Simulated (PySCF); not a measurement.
## ZrCl₂ + O₂ → ZrO₂ + Cl₂

Level: PBE in the def2-TZVP basis family, computed in PySCF with density fitting; scalar-relativistic core potentials for atoms from Rb on, none lighter, no spin–orbit coupling; open shells unrestricted.

| species | state and structure | E (Eh) | ZPE (kJ/mol) | H(298 K) − H(0) (kJ/mol) | S° (J/(mol K)) |
| --- | --- | --- | --- | --- | --- |
| ZrCl₂ | triplet, C2v, Zr–Cl 2.347 Å (×2); Cl–Zr–Cl 137.5° | -967.20290 | 4.9 | 13.8 | 314.4 |
| O₂ | triplet, D∞h, O–O 1.219 Å | -150.24892 | 9.3 | 8.7 | 205.2 |
| ZrO₂ | singlet, C2v, Zr–O 1.782 Å (×2); O–Zr–O 106.7° | -197.49325 | 12.3 | 11.3 | 268.4 |
| Cl₂ | singlet, D∞h, Cl–Cl 2.008 Å | -920.02118 | 3.2 | 9.2 | 223.0 |

Problem. What is the electronic reaction energy?

Solution. At PBE/def2-TZVP, ΔE = -164.4 kJ/mol from the differences of the total energies times 2625.5, downhill. 

Problem. Add zero-point, thermal and entropy terms for 298.15 K and 1 bar.

Solution. ΔZPE = 1.3 and Δ[H(298) − H(0)] = -2.0 kJ/mol give ΔH° = -165.1 kJ/mol. ΔS° = -28.2 J/(mol K), so ΔG° = -165.1 − 298.15 × (-0.0282) = -157 kJ/mol.

Open d or f shells are single determinants, so the state found may not be the ground state. The structures come from searches over a few start shapes, so lower isomers are not excluded.
